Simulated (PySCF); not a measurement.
A structure optimised at PBE0-D3(BJ)/def2-TZVP, used in a PySCF frequency run:

```xyz
5

Sb     0.0481     1.3769     0.0000
H     -1.1463     1.5260     1.2143
H     -1.1463     1.5260    -1.2143
Te    -0.0342    -1.3815     0.0000
H      1.6223    -1.4399     0.0000
```

Write its SMILES, formula and point group.

[SbH2][TeH], H3SbTe, Cs

What are its rotational constants (standard atomic weights)?

59.040, 1.0440, 1.0384 GHz
